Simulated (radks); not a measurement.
The numbers below are computed, except where a source is named.
Question: These are the eigenvalues of the occupied orbitals of an atom or ion with whole-number occupations (eV). Level of theory: scalar-relativistic Kohn-Sham, SCAN, spin-polarised, spherical densities, finite nucleus; meta-GGA in the generalised Kohn-Sham scheme; Fermi nuclear charge, rms radius of each element as measured or else 0.836 A^(1/3) + 0.57 fm (a radial shooting solver on a logarithmic mesh with Libxc functionals).

| orbital | eigenvalue |
|---|---|
| 1s up | -43496.43 |
| 1s down | -43496.43 |
| 2s up | -7081.617 |
| 2s down | -7081.592 |
| 2p up | -6329.651 |
| 2p down | -6329.635 |
| 3s up | -1570.279 |
| 3s down | -1569.156 |
| 3p up | -1331.322 |
| 3p down | -1330.167 |
| 3d up | -1000.285 |
| 3d down | -999.3393 |
| 4s up | -341.4660 |
| 4s down | -338.5290 |
| 4p up | -262.6377 |
| 4p down | -259.6309 |
| 4d up | -150.3802 |
| 4d down | -147.2233 |
| 5s up | -69.1959 |
| 5s down | -67.7438 |
| 5p up | -49.1336 |
| 5p down | -48.0103 |
| 4f up | -31.4824 |

Which element is it, and in what charge state? The configuration may be excited. Open shells, if any, are filled with parallel spins first.

Answer: Z = 60, neodymium, charge +3: Nd3+ in [Xe] 4f3. The list shows which subshells hold electrons but not how many an open one holds; the 1s level, -1598.5 hartree, gives Z - s = 56.5 by -(Z - s)^2/2, which with screening and relativity narrows Z to a few neighbours, and the depths of the outer levels then fix element, charge and occupations together.
